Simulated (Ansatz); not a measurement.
Reaction (hydrogenolysis of the Si–Cl bond): `C[Si]1(Cl)CS1` + H₂ → `C[SiH]1CS1` + HCl

Isolated molecules relaxed with PBE0-D4/def2-TZVP in Ansatz; ΔE leaves out vibrations. CBS: MP2 limit from def2 TZ/QZ plus the TZ coupled-cluster correction, frozen cores. This one scheme is used for every species. DFT in def2-TZVPP.

`C[Si]1(Cl)CS1`:

```xyz
10

C     0.367   -1.546    0.142
Si    0.455    0.271   -0.179
Cl    1.747    0.646   -1.722
C    -0.968    1.402    0.011
S     0.323    1.655    1.359
H     0.077   -2.080   -0.765
H     1.341   -1.920    0.465
H    -0.363   -1.743    0.929
H    -1.919    1.049    0.400
H    -1.061    2.266   -0.640
```

H₂:

```xyz
2

H     0.266    0.063   -0.254
H    -0.266   -0.063    0.254
```

`C[SiH]1CS1`:

```xyz
10

C     1.194   -0.380   -0.967
Si   -0.404   -0.505   -0.031
C    -0.888    0.783    1.188
S    -1.926    0.889   -0.360
H     1.104   -0.854   -1.947
H     1.463    0.668   -1.114
H     1.999   -0.880   -0.421
H    -0.816   -1.899    0.249
H    -1.466    0.520    2.069
H    -0.259    1.657    1.335
```

HCl:

Cartesian coordinates in Å:
```
Cl -0.416 -0.361 -0.325
H 0.416 0.361 0.325
```

```csv
level,ΔE (kJ/mol)
PBE-D4,83.7
PBE0-D4,81.6
B2PLYP,78.4
MP2/def2-TZVPP,88.2
SCS-MP2/def2-TZVPP,81.3
CCSD/def2-TZVPP,72.8
HF/def2-QZVPP,65.3
SCS-MP2/def2-QZVPP,83.9
```

Q: What does CCSD(T)/CBS give? (An estimate is asked.)

A: Ansatz gave: +82.0 kJ/mol. The listed levels differ from it by 1.7, -0.4, -3.6, 6.2, -0.7, -9.2, -16.7, 1.9 kJ/mol.

Largest T1 diagnostic among the species: 0.011.

In def2-TZVPP, CCSD(T) changes the Hartree–Fock value by +11.8 kJ/mol (the triples alone add +4.4 kJ/mol) and MP2 by +22.8 kJ/mol. The D4 term adds +10.3 kJ/mol with B3LYP and +5.6 kJ/mol with PBE0; it sums over pairs of atoms, weighted by their polarisabilities, and B3LYP, whose exchange is more repulsive, gets the larger term.

B3LYP here is the variant with VWN-RPA as its local correlation; programs differ in this.
